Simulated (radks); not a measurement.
Q: These are the eigenvalues of the occupied orbitals of an atom or ion with whole-number occupations (eV). All-electron calculation, Dirac Kohn-Sham, BLYP, spin-unpolarised, spherical densities, finite nucleus; Fermi nuclear charge, rms radius of each element as measured or else 0.836 A^(1/3) + 0.57 fm. Program: a radial shooting solver on a logarithmic mesh with Libxc functionals.

1s1/2: -53602.84
2s1/2: -8926.708
2p1/2: -8491.425
2p3/2: -7690.933
3s1/2: -1991.339
3p1/2: -1801.211
3p3/2: -1634.997
3d3/2: -1307.741
3d5/2: -1271.440
4s1/2: -398.5607
4p1/2: -323.5515
4p3/2: -286.3785
4d3/2: -162.7947
4d5/2: -156.0666
5s1/2: -55.0922
5p1/2: -34.9355
5p3/2: -30.2405
4f5/2: -9.7334
6s1/2: -8.8894
4f7/2: -8.8575

Which element is it, and in what charge state? The configuration may be excited. Open shells, if any, fill j = l - 1/2 first.

A: Z = 66, dysprosium, charge +1: Dy+ in [Xe] 4f10 6s1. The list shows which subshells hold electrons but not how many an open one holds; the 1s level, -1969.9 hartree, gives Z - s = 62.8 by -(Z - s)^2/2, which with screening and relativity narrows Z to a few neighbours, and the depths of the outer levels then fix element, charge and occupations together.
